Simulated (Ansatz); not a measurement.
Cost and result for the atomization energy of `N=C(N)[SiH2]Cl` (10 atoms, 9 bonds).

```tsv
atom	x (Å)	y (Å)	z (Å)
N1	-0.641	0.098	1.582
C2	-0.401	0.132	0.328
N3	-1.189	0.568	-0.683
Si4	1.330	-0.536	0.006
Cl5	1.700	-0.505	-2.035
H6	-1.567	0.452	1.834
H7	-0.874	0.504	-1.635
H8	-2.123	0.901	-0.511
H9	1.427	-1.938	0.457
H10	2.339	0.324	0.657
```

Total charge 0; spin multiplicity 1. The structure was optimised at the PBE0-D4/def2-TZVP level. It is one conformer, not always the lowest. Program: Ansatz. All runs use 4 threads of an Arm Neoverse V1 on a shared host. Times are those of one run each, without the atoms' runs, and a repeat can differ threefold. Electronic energies, without spin–orbit coupling; frozen cores. CCSD(T)/CBS adds CCSD(T) − MP2 in def2-TZVPP to the MP2 limit, and its time is that of the two runs behind it. T1 = 0.013. B3LYP takes the VWN-RPA correlation (the form of Gaussian; ORCA's B3LYP/G).

CCSD(T)/CBS is a level of theory with its own doubt, some kJ/mol a heavy atom from the limit and from the frozen cores, so smaller differences don't rank the functionals.

| level | functions | wall time | atomization (kcal/mol) | difference from CCSD(T)/CBS | per bond |
| --- | --- | --- | --- | --- | --- |
| PBE-D4/def2-TZVPP (with forces) | 247 | 2.5 s | 872.7 | 26.5 | 2.9 |
| PBE0-D4/def2-TZVPP | 247 | 3.1 s | 850.5 | 4.3 | 0.5 |
| B3LYP-D4/def2-TZVPP (with forces) | 247 | 4.7 s | 851.2 | 5.0 | 0.6 |
| r2SCAN-D4/def2-TZVPP (with forces) | 247 | 4.8 s | 847.3 | 1.1 | 0.1 |
| B2PLYP/def2-TZVPP | 247 | 6 s | 838.2 | -8.0 | -0.9 |
| ωB97X-V/def2-TZVPP | 247 | 8 s | 853.9 | 7.7 | 0.9 |
| ωB97M-V/def2-TZVPP (with forces) | 247 | 12 s | 853.2 | 7.0 | 0.8 |
| MP2/def2-QZVPP | 461 | 22 s | 850.2 | 4.0 | 0.5 |
| CCSD(T)/def2-TZVPP | 247 | 2.3 min | 816.6 | -29.6 | -3.3 |
| CCSD(T)/CBS(def2) | – | 2.7 min | 846.2 | 0.0 | 0.0 |

From PBE to PBE0 (25 % exact exchange), in def2-TZVPP and without D4, the atomization energy moves by −21.3 kcal/mol: exact exchange takes away binding that semilocal exchange gives to molecules. In def2-TZVPP, CCSD(T) changes the Hartree–Fock value by +242.3 kcal/mol (the triples alone add +16.4 kcal/mol) and MP2 by +258.4 kcal/mol; breaking electron pairs costs correlation energy, which Hartree–Fock lacks. The D4 term adds +9.1 kcal/mol with B3LYP and +4.7 kcal/mol with PBE0; it sums over pairs of atoms, weighted by their polarisabilities, and B3LYP, whose exchange is more repulsive, gets the larger term.
